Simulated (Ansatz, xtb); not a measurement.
C6H8O2: which of two isomers lies lower

We compare I, `O=C1CCC=C1CO`, a singlet, with II, `OCC1=CCC=C1O`, a singlet. Both are isolated molecules in the gas phase, relaxed with B3LYP/def2-SVP; each stands in its lowest conformer found.

Quicker runs give these differences E(II) − E(I): GFN2-xTB +35.2 kJ/mol; HF/STO-3G +82.7 kJ/mol (at GFN2-xTB geometries); r2SCAN-D4/def2-SVP +57.0 kJ/mol (at GFN2-xTB geometries).

Estimate E(II) − E(I) at the level CCSD(T)/def2-SVP + ΔMP2/def2-TZVPP.

Calculated at CCSD(T)/def2-SVP + ΔMP2/def2-TZVPP: E(II) − E(I) = +53.0 kJ/mol, so structure I lies lower.

Level by level:

```tsv
level	geometry	E(II) − E(I) (kJ/mol)	departure from the last row (kJ/mol)	job, with rough time for the two
GFN2-xTB	GFN2-xTB	+35.2	−17.8	optimisation, 0.24 s
HF/STO-3G	GFN2-xTB	+82.7	+29.7	single point, 0.66 s
r2SCAN-D4/def2-SVP	GFN2-xTB	+57.0	+4.0	single point, 8.4 s
B3LYP/def2-SVP	B3LYP/def2-SVP	+57.0	+4.0	optimisation, 82 s
HF/def2-SVP	B3LYP/def2-SVP	+76.8	+23.8	part of the CCSD(T) run
MP2/def2-SVP	B3LYP/def2-SVP	+57.2	+4.2	part of the CCSD(T) run
CCSD(T)/def2-SVP	B3LYP/def2-SVP	+61.5	+8.5	single point
CCSD(T)/def2-SVP + ΔMP2/def2-TZVPP	B3LYP/def2-SVP	+53.0		single point, 4.2 min
```

As drawn, II has 1 C–O, 1 C=C, 1 O–H in place of 1 C=O, 1 C–C, 1 C–H.

The levels shown agree on the order. The largest departure from CCSD(T)/def2-SVP + ΔMP2/def2-TZVPP is that of HF/STO-3G, 29.7 kJ/mol. The last row adds to CCSD(T) the change of the MP2 difference between the two basis sets, here −8.5 kJ/mol.

With thermal terms from frequencies at re-optimised GFN2-xTB minima (ideal gas, soft modes damped towards free rotors, one conformer each, 298.15 K, 1 atm): on the last row, ΔE + ΔZPE = +51.1, ΔH = +51.0, ΔG = +52.7 kJ/mol.

The correlated steps freeze 8 core orbitals. Programs: Ansatz 0.2.0, xtb 6.7.1; the last row on 2 threads of Arm Neoverse V2 on a shared host.
